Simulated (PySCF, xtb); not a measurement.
benzene (C₆H₆), SMILES c1ccccc1. Atoms are numbered in the order given.

```xyz
12

C      1.3983     0.0000     0.0000
C      0.6991     1.2109     0.0000
C     -0.6991     1.2109     0.0000
C     -1.3983     0.0000     0.0000
C     -0.6991    -1.2109     0.0000
C      0.6991    -1.2109     0.0000
H      2.4911     0.0000     0.0000
H      1.2456     2.1574     0.0000
H     -1.2456     2.1574     0.0000
H     -2.4911     0.0000     0.0000
H     -1.2456    -2.1574     0.0000
H      1.2456    -2.1574     0.0000
```

Geometry: B3LYP-D3(BJ)/def2-SVP.

Computed with IEF-PCM-B3LYP/def2-SVP run with PySCF 2.14.0.

The values are the electrostatic part of the solvation free energy, E(continuum) − E(gas) at the gas-phase geometry, in a cavity of scaled van der Waals radii (PySCF's table); cavitation and dispersion terms are not included. In vacuum the orbital gap is 6.72 eV. The dipole moment in vacuum is 0.00 D.

Computed values in water (ε = 78.36), ethanol (ε = 24.85), 1-octanol (ε = 9.86):
```json
[
 {"solvent": "water", "ε": "78.36", "ΔG(elec) (kcal/mol)": "-2.2", "dipole (D)": "0.00", "gap (eV)": "6.74"},
 {"solvent": "ethanol", "ε": "24.85", "ΔG(elec) (kcal/mol)": "-2.1", "dipole (D)": "0.00", "gap (eV)": "6.74"},
 {"solvent": "1-octanol", "ε": "9.86", "ΔG(elec) (kcal/mol)": "-1.9", "dipole (D)": "0.00", "gap (eV)": "6.74"}
]
```

For comparison, GFN2-xTB/ALPB(water) (xtb, at the GFN2-xTB geometry, all terms of that model) gives -0.5 kcal/mol.
